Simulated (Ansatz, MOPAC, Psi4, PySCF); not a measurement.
Noncovalent pair: C2H6 (SMILES CC) (first 8 atoms) with CH4S (SMILES CS); geometry from B3LYP-D3(BJ)/def2-TZVP, rigid monomers moved along the line of their centres of mass till C1···H11 is 3.37 Å.
(charge 0, multiplicity 1):
```xyz
14

C     -0.5266     0.5589     0.2331
C      0.5468    -0.5232     0.1628
H     -1.2774     0.4207    -0.5472
H     -0.0961     1.5538     0.1007
H     -1.0430     0.5407     1.1945
H      0.1166    -1.5170     0.3042
H      1.3096    -0.3802     0.9314
H      1.0549    -0.5203    -0.8034
C      0.8475     0.8619     4.2477
S     -0.3092    -0.5275     4.4738
H      0.7195     1.3268     3.2727
H      0.6020     1.5895     5.0194
H      1.8787     0.5427     4.3824
H      0.1577    -1.2937     3.4754
```

Interaction energies are E(AB) − E(A) − E(B) at the monomers' geometry in the complex; basis-set methods are counterpoise corrected. Rows marked so take none.

Correlated levels freeze the cores. Rows in 6-311+G**, 6-31G* carry no dispersion term and start afresh at each structure (6-31G* with six Cartesian d functions). MP2/6-31G* freezes PySCF's default core. The state that PM3 reach isn't checked.

The values were computed with Ansatz (a program for electronic structure); MOPAC for PM3 (differences of heats of formation); Psi4 for SAPT; PySCF for 6-311+G** rows, 6-31G* rows. Each number belongs to the level named beside it.

| level | interaction energy (kcal/mol) |
|---|---|
| PM3 | -0.49 |
| HF/6-31G* | 0.23 |
| B3LYP/6-31G* | 0.20 |
| B3LYP/6-311+G** (no counterpoise) | -0.01 |
| B3LYP/def2-TZVPPD | 0.17 |
| M06-2X/6-31G* (no counterpoise) | -1.36 |
| MP2/6-31G* | -0.50 |
| CCSD(T)/aug-cc-pV(D+d)Z | [?] |
| SAPT0/jun-cc-pV(D+d)Z | [?] |

Fill in the missing entries.


- CCSD(T)/aug-cc-pV(D+d)Z, interaction energy (kcal/mol): -1.23
- SAPT0/jun-cc-pV(D+d)Z, interaction energy (kcal/mol): -0.86
